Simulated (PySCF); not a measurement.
**Working with the constants of WC⁻**

ROHF-CCSD(T) constants of WC⁻, ²Δ (doublet), unpaired electrons δ ↑ (W def2-TZVPPD with ECP60, C def2-TZVPPD; scalar-relativistic core potentials (PySCF 2.14); masses 183.9509 and 12.0000 u):

- ωe: 1015.2 cm⁻¹
- ωexe: 4.18 cm⁻¹
- Be: 0.49241 cm⁻¹
- αe: 0.00263 cm⁻¹
- D (centrifugal): 4.63e-07 cm⁻¹

(1) Give the vibrational terms G(v) and spacings up to v = 6.

Correlated steps freeze 1 core orbital. De is left out where the level can put another filling of the metal’s s and d shells below the measured ground configuration, by anything from nothing to about 1 eV. Spin–orbit coupling is left out, which matters for elements this heavy, above all for dissociation energies. The state is the lowest single determinant that the PBE0 search found; with open d or f shells the true ground state can be another one.

Results:

(1) G(v) = ωe(v+½) − ωexe(v+½)².

| v | G(v) (cm⁻¹) | G(v) − G(v−1) | Bv (cm⁻¹) |
| --- | --- | --- | --- |
| 0 | 506.6 |  | 0.4911 |
| 1 | 1513.4 | 1006.8 | 0.4885 |
| 2 | 2511.9 | 998.5 | 0.4858 |
| 3 | 3502.0 | 990.1 | 0.4832 |
| 4 | 4483.8 | 981.8 | 0.4806 |
| 5 | 5457.2 | 973.4 | 0.4779 |
| 6 | 6422.2 | 965.0 | 0.4753 |
